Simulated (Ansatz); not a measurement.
C3H6BN can be A, `CNC1=CB1`, or B, `BC1C=CN1`.

Computed with Ansatz on PBE0-D4/def2-TZVP structures; ΔE is electronic, products minus reactants. CCSD(T)/CBS adds triple-zeta CCSD(T) − MP2 to the extrapolated MP2 energy (def2 sets, frozen cores). DFT in def2-TZVPP. B3LYP here is the variant with VWN-RPA as its local correlation; programs differ in this. Each species was taken in one conformer, which may not be the lowest.

A:

```xyz
11

C    -1.730   -0.203   -0.062
N    -0.404   -0.502   -0.539
C     0.697    0.033   -0.026
C     2.054    0.045   -0.167
B     1.507    0.872    0.890
H    -2.260   -1.110    0.241
H    -1.640    0.450    0.805
H    -2.329    0.311   -0.821
H    -0.318   -1.129   -1.323
H     2.818   -0.399   -0.790
H     1.606    1.632    1.793
```

B:

Z-matrix (Å, degrees):
```
B
C 1 1.939
C 1 1.542 2 50.4
H 1 1.198 2 110.2 3 111.8
H 1 1.197 2 110.3 3 -111.9
C 2 1.372 1 103.3 3 75.6
H 2 1.077 1 114.5 3 -128.9
N 3 1.478 1 112.2 2 -80.6
H 3 1.085 1 127.6 2 120.1
H 6 1.084 2 136.6 1 125.8
H 8 1.014 3 121.4 1 -56.7
```

**Question.** Which isomer does CCSD(T)/CBS put lower? Give the gap. (Best estimate.)

**Answer.** Ansatz gave: A, by 86.6 kJ/mol.

**Question.** Give E(B) − E(A) in kJ/mol with B3LYP, BLYP-D4, CCSD/def2-TZVPP, B3LYP-D4, HF/def2-TZVPP, MP2/def2-TZVPP, PBE-D4. (Best estimate.)

**Answer.** The calculation gave: B3LYP 107.6, BLYP-D4 96.6, CCSD/def2-TZVPP 95.1, B3LYP-D4 104.0, HF/def2-TZVPP 139.2, MP2/def2-TZVPP 80.3, PBE-D4 82.5. None reverses the order clearly.

**Question.** Does the order hold for the free energy at 298.15 K (harmonic terms from PBE0-D4)? (An estimate is asked.)

**Answer.** The calculation gave: Yes: G(B) − G(A) = +88.2 kJ/mol, for one conformer each. Modes under 60 cm⁻¹, often nearly free rotors, make the harmonic entropy too high.

Largest T1 diagnostic: 0.015.

The D4 term adds −3.6 kJ/mol with B3LYP and −1.6 kJ/mol with PBE0; it sums over pairs of atoms, weighted by their polarisabilities, and B3LYP, whose exchange is more repulsive, gets the larger term. From PBE to PBE0 (25 % exact exchange), in def2-TZVPP and without D4, E(B) − E(A) moves by +8.8 kJ/mol.
